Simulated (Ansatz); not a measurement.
C9H20 can be A, `CCCCCCCCC`, or B, `CC(C)CCC(C)(C)C`.

Calculated with Ansatz (gas phase, PBE0-D4/def2-TZVP geometries, no zero-point term in ΔE). CBS: MP2 limit from def2 TZ/QZ plus the TZ coupled-cluster correction, frozen cores. Functionals use def2-TZVPP. B3LYP here is the variant with VWN-RPA as its local correlation; programs differ in this. One conformer a species, not always the lowest.

A:

```xyz
29

C    -2.763    0.805    0.215
C    -2.380    1.103   -1.226
C    -1.127    1.959   -1.368
C     0.138    1.365   -0.759
C     0.550    0.034   -1.369
C     1.899   -0.480   -0.878
C     1.998   -0.713    0.625
C     1.002   -1.724    1.171
C     1.185   -1.982    2.656
H    -2.887    1.729    0.788
H    -3.704    0.253    0.268
H    -2.004    0.204    0.722
H    -3.210    1.620   -1.719
H    -2.250    0.162   -1.771
H    -0.950    2.154   -2.433
H    -1.315    2.936   -0.907
H     0.958    2.081   -0.885
H     0.005    1.254    0.322
H    -0.221   -0.720   -1.174
H     0.591    0.141   -2.459
H     2.678    0.232   -1.176
H     2.130   -1.417   -1.397
H     3.012   -1.054    0.860
H     1.875    0.237    1.159
H     1.103   -2.665    0.616
H    -0.020   -1.375    0.988
H     0.461   -2.709    3.032
H     2.186   -2.368    2.869
H     1.060   -1.061    3.233
```

B:

```xyz
29

C     1.413   -0.178   -2.553
C     1.564    0.758   -1.361
C     1.818    2.182   -1.833
C     0.354    0.715   -0.431
C     0.114   -0.638    0.220
C    -1.000   -0.705    1.275
C    -2.341   -0.294    0.673
C    -1.098   -2.149    1.762
C    -0.679    0.193    2.467
H     1.313   -1.221   -2.248
H     2.279   -0.109   -3.216
H     0.526    0.087   -3.138
H     2.439    0.431   -0.782
H     0.968    2.553   -2.415
H     1.964    2.861   -0.989
H     2.705    2.239   -2.469
H     0.494    1.476    0.344
H    -0.532    1.021   -1.002
H    -0.117   -1.378   -0.554
H     1.048   -0.973    0.690
H    -3.146   -0.423    1.401
H    -2.581   -0.905   -0.203
H    -2.341    0.754    0.363
H    -0.151   -2.480    2.199
H    -1.341   -2.825    0.937
H    -1.875   -2.255    2.524
H     0.289   -0.068    2.906
H    -1.439    0.083    3.246
H    -0.649    1.248    2.187
```

Task: Which isomer does CCSD(T)/CBS put lower? Give the gap. (Best estimate.)

Result: Computed: B, by 21.7 kJ/mol.

Task: Give E(B) − E(A) in kJ/mol with LDA (SPW92), PBE-D4, B2PLYP, MP2/def2-TZVPP, B3LYP-D4, PBE0-D4, ωB97M-V. (Best estimate.)

Result: Ansatz gave: LDA (SPW92) -22.9, PBE-D4 -15.1, B2PLYP -14.9, MP2/def2-TZVPP -27.2, B3LYP-D4 -14.5, PBE0-D4 -14.9, ωB97M-V -19.3. None reverses the order clearly.

Largest T1 diagnostic: 0.009.

From BLYP to BHLYP (50 % exact exchange), in def2-TZVPP and without D4, E(B) − E(A) moves by −3.2 kJ/mol. Leaving LDA and LC-ωPBE aside and taking each functional with its dispersion term where it has one, the values, not all of them listed here, spread over 6.9 kJ/mol, from B97M-V to BHLYP-D4. LDA lies −12.1 kJ/mol from PBE without D4.
